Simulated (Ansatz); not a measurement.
Geometry optimisation, RKS PBE0-D4/cc-pVDZ (Ansatz).

Input:

```yaml
crystal:
  periodic: [false, false, false]
  atoms:
    - { symbol: C, position_ang: [0.6353, -1.5099, -0.8089] }
    - { symbol: C, position_ang: [0.7564, -0.1605, -0.0363] }
    - { symbol: C, position_ang: [0.7914, 1.0247, -1.0278] }
    - { symbol: Si, position_ang: [-0.4415, 0.0783, 1.3363] }
    - { symbol: "N", position_ang: [-2.0906, 0.2171, 0.7122] }
    - { symbol: F, position_ang: [-0.2257, 1.4668, 2.088] }
    - { symbol: H, position_ang: [-0.3358, -1.4824, -1.3642] }
    - { symbol: H, position_ang: [0.6461, -2.3186, -0.162] }
    - { symbol: H, position_ang: [1.3996, -1.5715, -1.5073] }
    - { symbol: H, position_ang: [1.7357, -0.2097, 0.4925] }
    - { symbol: H, position_ang: [0.97356, 1.94828, -0.54281] }
    - { symbol: H, position_ang: [-0.1634, 1.04276, -1.60241] }
    - { symbol: H, position_ang: [1.60354, 0.90626, -1.7812] }
    - { symbol: H, position_ang: [-0.5345, -1.0358, 2.3259] }
    - { symbol: H, position_ang: [-2.7185, 0.3196, 1.5288] }
    - { symbol: H, position_ang: [-2.1374, 1.1423, 0.2476] }
basis:
  gaussian: { orbitals: cc-pVDZ }
hamiltonian:
  xc: pbe0
  dispersion: d4
relax:
  f_tol: 0.015
  max_steps: 40
```

Command:

```bash
$ ansatz run input.yaml --threads 2 --pin off --max-ram 3072MiB --backend cpu --events-out ev --progress --plain --runs-dir out
```

Where does it end, and by what steps?

It converged. After 9 steps the energy has fallen by 0.550 eV; F6 moved furthest, 0.31 Å.

```json
{"step": "0", "energy less start (eV)": "0.0000", "largest force component (eV/Å)": "3.128", "accepted": "yes"}
{"step": "1", "energy less start (eV)": "-0.4315", "largest force component (eV/Å)": "1.176", "accepted": "yes"}
{"step": "2", "energy less start (eV)": "-0.5202", "largest force component (eV/Å)": "0.380", "accepted": "yes"}
{"step": "3", "energy less start (eV)": "-0.4122", "largest force component (eV/Å)": "1.571", "accepted": "no"}
{"step": "4", "energy less start (eV)": "-0.5376", "largest force component (eV/Å)": "0.391", "accepted": "yes"}
{"step": "5", "energy less start (eV)": "-0.5417", "largest force component (eV/Å)": "0.325", "accepted": "yes"}
{"step": "6", "energy less start (eV)": "-0.5500", "largest force component (eV/Å)": "0.057", "accepted": "yes"}
{"step": "7", "energy less start (eV)": "-0.5501", "largest force component (eV/Å)": "0.029", "accepted": "yes"}
{"step": "8", "energy less start (eV)": "-0.5503", "largest force component (eV/Å)": "0.027", "accepted": "yes"}
{"step": "9", "energy less start (eV)": "-0.5503", "largest force component (eV/Å)": "0.006", "accepted": "yes"}
```

```xyz
16
Properties=species:S:1:pos:R:3
C 0.574 -1.471 -0.763
C 0.802 -0.142 -0.043
C 0.783 1.045 -1.008
Si -0.446 0.089 1.345
N -2.037 0.270 0.692
F 0.052 1.417 2.210
H -0.422 -1.499 -1.234
H 0.637 -2.328 -0.075
H 1.324 -1.625 -1.557
H 1.790 -0.169 0.454
H 0.952 2.000 -0.486
H -0.182 1.114 -1.539
H 1.564 0.940 -1.779
H -0.492 -1.043 2.320
H -2.816 0.249 1.345
H -2.189 1.011 0.014
```

Time of the run: 46 s on 2 threads of Intel(R) Xeon(R) Platinum 8488C (Sapphire Rapids), with other jobs on the host, peak memory 0.41 GiB.
